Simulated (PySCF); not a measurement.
## Predicted spectroscopic data

- GFN2-xTB structure
- shieldings: GIAO PBE0/pcSseg-1
- code: PySCF 2.14.0 with density-fitted response routines
- isolated molecule, averaged over atoms made equivalent by symmetry, fast rotation or ring inversion, relativity neglected, a single conformation

Scale: ¹H and ¹³C against TMS (reference shieldings calculated alike). Where no couplings were computed, multiplicities follow the n + 1 count of equivalent neighbours, and m marks all less simple cases (inequivalent or close neighbours, rings, F or P nearby). Shifts are as computed. Against solution values, carbons near 30 ppm lie about +3 ppm off and those near 130 ppm about +5 ppm; carbons on Cl a further +6 ppm (rms about the fit 2.1 ppm; single classes can miss by 10 ppm). Of 1328 compounds with measured shifts, 309 miss one by over three times the rms of a fit or turn the order of signals round; such compounds aren't used in these exercises. Signals without a measured value on file couldn't be tested in this way; 1H shifts scatter by 0.2 ppm about their fit, and single ones miss by 0.5 ppm. Carbons bonded to Cl come out too deshielded.

Compound 1 (C4Cl2O3). ¹³C{¹H} NMR (computed): δ 163.5 (C), 148.5 (C). Structure: dichloromaleic anhydride.

Compound 2 (C5H8O2). ¹H NMR (600 MHz, computed): δ 9.50 (t, 1H), 6.41 (d, 1H), 4.58 (m, 1H), 3.87 (s, 3H), 3.11 (m, 2H). ¹³C{¹H} NMR (computed): δ 203.1 (CH), 157.3 (CH), 102.4 (CH), 60.5 (CH3), 44.5 (CH2). Structure: SMILES C(/C=C\OC)C=O.
